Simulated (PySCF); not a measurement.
Compound: C₃H₁₀OSi.
Z-matrix (Å and degrees, PBE0-D3(BJ)/def2-SVP geometry), rows numbered from 1:
```
C 
O   1  1.3934
C   2  1.4028  1  113.69
Si  3  1.8975  2  107.62  1   179.66
C   4  1.8748  3  109.38  2    55.13
H   1  1.1084  2  111.89  3   -60.37
H   1  1.1086  2  111.88  3    60.66
H   1  1.0994  2  108.07  3  -179.86
H   3  1.1112  2  111.54  1    58.31
H   3  1.1121  2  111.31  1   -59.83
H   4  1.4956  3  109.05  2   -66.02
H   4  1.4989  3  107.97  2   176.64
H   5  1.1009  4  110.82  3    64.11
H   5  1.1006  4  108.98  3   -54.69
H   5  1.1003  4  111.89  3  -174.90
```

Computed with PySCF at wB97X-D/def2-SVPD, non-relativistic, on one gas-phase PBE0-D3(BJ)/def2-SVP geometry that isn't relaxed in the solvent. The solvent is an IEF-PCM continuum (van der Waals radii × 1.2). Only the electrostatic response of the medium enters.

Gas phase at wB97X-D/def2-SVPD: HOMO -9.51 eV, LUMO 2.26 eV, dipole 1.22 D.

Question: What does the continuum do to the energy, the frontier levels and the dipole at wB97X-D/def2-SVPD in cyclohexane and methanol?

Answer: 
| solvent | ε | E(solvent) − E(gas) (kcal/mol) | polarisation term (kcal/mol) | distortion of the solute (kcal/mol) | HOMO (eV) | LUMO (eV) | dipole (D) |
| --- | --- | --- | --- | --- | --- | --- | --- |
| cyclohexane | 2.017 | -0.94 | -0.99 | 0.05 | -9.48 | 2.32 | 1.38 |
| methanol | 32.61 | -2.49 | -2.92 | 0.43 | -9.48 | 2.33 | 1.69 |

The first energy column is the sum of the next two and covers electrostatics alone. From cyclohexane to methanol the lowering changes by a factor 2.66, Onsager's factor (ε − 1)/(2ε + 1) by 2.36 and ε itself by 16.2.

Question: Which radius a makes the point-dipole formula ΔE = −[(ε − 1)/(2ε + 1)]·μ²/a³ give the value in methanol, with the gas-phase dipole?

Answer: μ = 0.482 au and |ΔE| = 0.00398 Eh give a = 1.60 Å; the farthest nucleus lies 3.32 Å from the centroid of the nuclei, so such a sphere wouldn't even hold the nuclei. The formula assumes a rigid point dipole at the centre of a sphere.

Question: How does the static polarisability (wB97X-D/def2-SVPD, frozen core, with the continuum's full static response) change?

Answer: 
| medium | isotropic (au) | principal values (au) | ⟨r²⟩ of the electrons (bohr²) |
| --- | --- | --- | --- |
| gas | 71.3 | 63.7, 69.9, 80.3 | 771.9 |
| cyclohexane | 79.3 | 71.7, 78.3, 87.8 | 771.6 |
| methanol | 94.0 | 88.7, 94.3, 99.1 | 771.1 |

The isotropic value in methanol is 1.32 times the gas-phase one; no cavity-field correction is applied. ⟨r²⟩ is taken about the centre of nuclear charge.

Note: wB97X-D ran without an empirical dispersion term, which enters the total energy and its gradient alone.
